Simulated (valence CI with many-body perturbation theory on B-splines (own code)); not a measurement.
**Mo37+: one-electron terms**

Calculated by configuration interaction combined with many-body perturbation theory (CI+MBPT): three valence electrons over a frozen Dirac-Fock core [He], a basis of 11 s, 11 p, 10 d, 8 f, 5 g, 2 h functions for each j, with the one-electron correlation potential Σ1, the two-electron term Σ2, the three-electron term Σ3, Breit, model QED; selected CI, second order for the rest, scaled by the run's own slope (own B-spline code, finite nucleus).

The last digits are not significant, and no measured levels were compared; by estimate large intervals hold to a few tenths of a per cent, small ones and those within an open d or f shell to about a per cent.

These are the spectroscopic orbitals of the CI (the correlating ones are not listed), shaped by the core and the other valence electrons. h is the expectation value of the core's Dirac-Fock operator, without the valence repulsion; Σ1 is computed up to l = 3 at one energy for each symmetry, that of its lowest orbital but kept below the first core excitation, so for empty shells it is not the orbital's own correlation shift; Breit and QED include the response of the core, and the two lowest orbitals of each symmetry also the frequency dependence of Breit exchange, which makes a step in that column.

| Orbital | h (hartree) | Σ1 (cm⁻¹) | Breit (cm⁻¹) | QED (cm⁻¹) | ⟨r⟩ (bohr) |
| --- | --- | --- | --- | --- | --- |
| 2s1/2 | -210.09 | -1260 | 19726 | 19843 | 0.1444 |
| 3s1/2 | -92.1 | -303 | 5538 | 5760 | 0.3327 |
| 4s1/2 | -51.375 | -118 | 2223 | 2356 | 0.6017 |
| 5s1/2 | -32.705 | -58.0 | 1115 | 1188 | 0.9491 |
| 6s1/2 | -22.627 | -32.8 | 637 | 681 | 1.375 |
| 7s1/2 | -16.579 | -20.4 | 398 | 426 | 1.879 |
| 2p1/2 | -206.9 | -3081 | 39064 | -680 | 0.1216 |
| 3p1/2 | -91.192 | -678 | 10648 | -224 | 0.3124 |
| 4p1/2 | -51.001 | -259 | 4301 | -94.5 | 0.5831 |
| 5p1/2 | -32.515 | -127 | 2158 | -48.2 | 0.9325 |
| 6p1/2 | -22.518 | -71.6 | 1234 | -27.8 | 1.361 |
| 7p1/2 | -16.51 | -44.4 | 772 | -17.5 | 1.867 |
| 2p3/2 | -202.17 | -2642 | 16100 | 1320 | 0.1255 |
| 3p3/2 | -89.793 | -581 | 4337 | 346 | 0.3179 |
| 4p3/2 | -50.413 | -222 | 1863 | 140 | 0.5903 |
| 5p3/2 | -32.215 | -109 | 936 | 70.1 | 0.9415 |
| 6p3/2 | -22.345 | -61.6 | 535 | 40.1 | 1.371 |
| 7p3/2 | -16.402 | -38.3 | 335 | 25.1 | 1.879 |
| 3d3/2 | -89.424 | -273 | 382 | -71.8 | 0.2697 |
| 4d3/2 | -50.257 | -115 | 208 | -25.8 | 0.5437 |
| 5d3/2 | -32.136 | -59.2 | 111 | -12.3 | 0.8964 |
| 6d3/2 | -22.299 | -34.2 | 67.0 | -6.9 | 1.328 |
| 7d3/2 | -16.373 | -21.6 | 43.3 | -4.2 | 1.837 |
| 3d5/2 | -88.997 | -258 | 123 | 133 | 0.2716 |
| 4d5/2 | -50.076 | -109 | 66.5 | 60.1 | 0.5461 |
| 5d5/2 | -32.043 | -55.8 | 33.9 | 31.5 | 0.8992 |
| 6d5/2 | -22.246 | -32.3 | 20.5 | 18.5 | 1.331 |
| 7d5/2 | -16.339 | -20.3 | 13.2 | 11.7 | 1.841 |
| 4f5/2 | -50.039 | -23.3 | 2.3 | -22.4 | 0.4706 |
| 5f5/2 | -32.026 | -13.1 | 1.9 | -11.1 | 0.8244 |
| 6f5/2 | -22.236 | -7.9 | 1.3 | -6.3 | 1.257 |
| 7f5/2 | -16.333 | -5.1 | 0.9 | -3.9 | 1.768 |
| 4f7/2 | -49.951 | -22.8 | 0.6 | 19.1 | 0.4719 |
| 5f7/2 | -31.98 | -12.8 | 0.5 | 10.1 | 0.8259 |
| 6f7/2 | -22.21 | -7.7 | 0.3 | 6.0 | 1.259 |
| 7f7/2 | -16.317 | -5.0 | 0.2 | 3.8 | 1.770 |
| 5g7/2 | -31.974 |  | 0.0 | -7.0 | 0.7217 |
| 6g7/2 | -22.206 |  | 0.0 | -4.0 | 1.155 |
| 7g7/2 | -16.314 |  | 0.0 | -2.5 | 1.667 |
| 5g9/2 | -31.947 |  | 0.0 | 5.6 | 0.7226 |
| 6g9/2 | -22.19 |  | 0.0 | 3.3 | 1.156 |
| 7g9/2 | -16.304 |  | 0.0 | 2.1 | 1.668 |
| 6h9/2 | -22.19 |  |  |  | 1.024 |
| 6h11/2 | -22.18 |  |  |  | 1.025 |

Among the shells of the start configuration 2s2 2p1, Σ1 is largest in size for 2p1/2, where it is 0.0068 % of h.

Lowest root of each symmetry, sizes in configuration state functions:

| J | Parity | Roots | Reference | Variational | Second order | Change by selected CI (cm⁻¹) | Change by second order (cm⁻¹) |
| --- | --- | --- | --- | --- | --- | --- | --- |
| 1/2 | even | 29 | 82 | 16016 | 10784 | -7635 | 0 |
| 3/2 | even | 36 | 120 | 25853 | 18936 | -4933 | -1 |
| 5/2 | even | 32 | 121 | 29541 | 31824 | -7401 | -1 |
| 7/2 | even | 15 | 89 | 23259 | 40291 | -6557 | -6 |
| 9/2 | even | 7 | 60 | 18087 | 29074 | -11433 | -2 |
| 11/2 | even | 2 | 26 | 9039 | 10577 | -8798 | -3 |
| 1/2 | odd | 27 | 80 | 15527 | 11878 | -8341 | 0 |
| 3/2 | odd | 36 | 122 | 23458 | 24532 | -8059 | -1 |
| 5/2 | odd | 25 | 116 | 27634 | 33949 | -13644 | -1 |
| 7/2 | odd | 13 | 92 | 24171 | 31798 | -9655 | -2 |
| 9/2 | odd | 3 | 55 | 12492 | 25655 | -6588 | -4 |
| 11/2 | odd | 1 | 29 | 7829 | 12756 | -12590 | -3 |
